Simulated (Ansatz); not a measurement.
Gas-phase electronic energies from Ansatz, PBE0-D4/def2-TZVP geometries. CBS: MP2 limit from def2 TZ/QZ plus the TZ coupled-cluster correction, frozen cores. Functionals use def2-TZVPP. B3LYP here is the variant with VWN-RPA as its local correlation; programs differ in this. One conformer a species, not always the lowest.

Consider the redistribution: `[SiH3][S][AlH][SH]` + `CN(C)B[SiH3]` → `C[N](C)[AlH][SH]` + `[SiH3]BS[SiH3]`.

```csv
species,B3LYP energy (Eh)
`[SiH3][S][AlH][SH]`,-1331.54271
`CN(C)B[SiH3]`,-451.44188
`C[N](C)[AlH][SH]`,-776.58354
`[SiH3]BS[SiH3]`,-1006.36603
```

(1) Work out ΔE.

Largest T1 diagnostic among the species: 0.015.

## Answers

(1) ΔE = (-776.58354) + (-1006.36603) − (-1331.54271) − (-451.44188) = 0.03502 Eh = +91.9 kJ/mol. CCSD(T)/CBS gives +97.6 kJ/mol.

The D4 term adds +3.2 kJ/mol with B3LYP and +1.8 kJ/mol with PBE0; it sums over pairs of atoms, weighted by their polarisabilities, and B3LYP, whose exchange is more repulsive, gets the larger term. In def2-TZVPP, CCSD(T) changes the Hartree–Fock value by +3.5 kJ/mol (the triples alone add +0.8 kJ/mol) and MP2 by +4.0 kJ/mol.
